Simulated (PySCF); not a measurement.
F3S, SMILES F[S](F)F, multiplicity 2. Atoms are numbered in the order given.

```xyz
4

F      0.0000     1.6573    -0.2853
S      0.0000     0.0000    -0.3588
F      0.0000    -1.6573    -0.2853
F      0.0000     0.0000     1.2084
```
Charge 0, spin multiplicity 2.

Coordinates come from a PBE0-D3(BJ)/def2-TZVP optimisation. The geometry has at least one imaginary mode, so it is a saddle point at that level. The isomer is the one that the SMILES or the coordinates give; other isomers of the formula were not compared.

The numbers are results of CAM-B3LYP/def2-TZVPD run with PySCF, not measurements.

The molecule is in vacuum.

```
Property                                                                                                         Value
---------------------------------------------------------------------------------------------  -----------------------
total energy                                                                                        -697.74795 hartree
point group                                                                                                        C2v
α spin, highest occupied and lowest empty level                                                    -10.27 and -0.60 eV
β spin, highest occupied and lowest empty level                                                    -11.59 and -3.68 eV
dipole moment                                                                                                   0.61 D
quadrupole, principal values (traceless, Buckingham form, about the centre of nuclear charge)    -6.59, 2.68, 3.91 D·Å
mean static polarisability                                                                        27.5 bohr³ (4.08 Å³)
polarisability, principal values                                                                21.1, 25.4, 36.1 bohr³
⟨S²⟩                                                                                           0.758 (pure state 0.75)
```
